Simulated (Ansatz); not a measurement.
F3OW, charge +1, singlet, geometry from GFN2-xTB (such geometries of metal compounds can be far from the true shape) (the multiplicity is a formal guess) (core potentials on W). Base run: HF/def2-SV(P) run with Ansatz (a program for electronic structure).

The Ansatz input:
Ansatz 0.2 input:
```yaml
crystal:
  periodic: [false, false, false]
  atoms:
    - {symbol: W, position_ang: [0.03276909, 0.01661360, -0.03832689]}
    - {symbol: O, position_ang: [1.06473280, 0.53980879, -1.24531676]}
    - {symbol: F, position_ang: [0.85407835, -0.92010144, 1.24100277]}
    - {symbol: F, position_ang: [-1.27389095, -1.04545804, -0.63272718]}
    - {symbol: F, position_ang: [-0.79605128, 1.34912875, 0.81380483]}
basis:
  gaussian:
    orbitals: def2-SV_P_.json
hamiltonian:
  xc: hf
total_charge: 1
```
The basis file holds def2-SV(P) in the JSON format of the Basis Set Exchange.

The base run was repeated with changes; each row names its change, and settings that it needs were set with it.

| change | basis functions | E (Eh) |
|---|---|---|
| base | 81 | -438.97618 |
| basis = def2-SVP | [?] | [?] |
| basis = def2-SVPD | 127 | -439.09042 |
| basis = def2-TZVP | [?] | [?] |
| basis = def2-TZVPP | 180 | -439.59118 |
| basis = def2-TZVPD | 203 | -439.58043 |
| basis = def2-QZVP | 300 | -439.61052 |
| basis = def2-QZVPP | 309 | -439.61072 |

Q: What belongs in the gaps?

A: 
- basis = def2-SVP, basis functions: 88
- basis = def2-SVP, E (Eh): -439.05670
- basis = def2-TZVP, basis functions: 164
- basis = def2-TZVP, E (Eh): -439.57482

Totals compare only among sets that treat the same electrons; sets with core potentials leave the core out.
